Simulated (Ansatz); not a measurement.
Program: Ansatz. Geometries: PBE0-D4/def2-TZVP. ΔE: electronic, gas phase. CBS: MP2 limit from def2 TZ/QZ plus the TZ coupled-cluster correction, frozen cores. Functionals use def2-TZVPP. Each species was taken in one conformer, which may not be the lowest.

Reaction (formal exchange of groups at the Al–C bond): `[OH][AlH]/[CH]=C/F` + `COC` → `CO[CH2][AlH][OH]` + `C=CF`

| level | ΔE (eV) |
| --- | --- |
| LDA (SPW92) | 0.43 |
| PBE0 | 0.51 |

**Question.** What does CCSD(T)/CBS give? (Estimate.)

**Answer.** Computed: +0.50 eV. The listed levels differ from it by -0.07, 0.01 eV.

Largest T1 diagnostic among the species: 0.013.

In def2-TZVPP, CCSD(T) changes the Hartree–Fock value by −0.11 eV (the triples alone add −0.01 eV) and MP2 by −0.07 eV. Leaving LDA and LC-ωPBE aside and taking each functional with its dispersion term where it has one, the values, not all of them listed here, spread over 0.09 eV, from BLYP-D4 to PBE-QIDH. LDA lies −0.04 eV from PBE without D4. From BLYP to BHLYP (50 % exact exchange), in def2-TZVPP and without D4, ΔE moves by +0.07 eV.
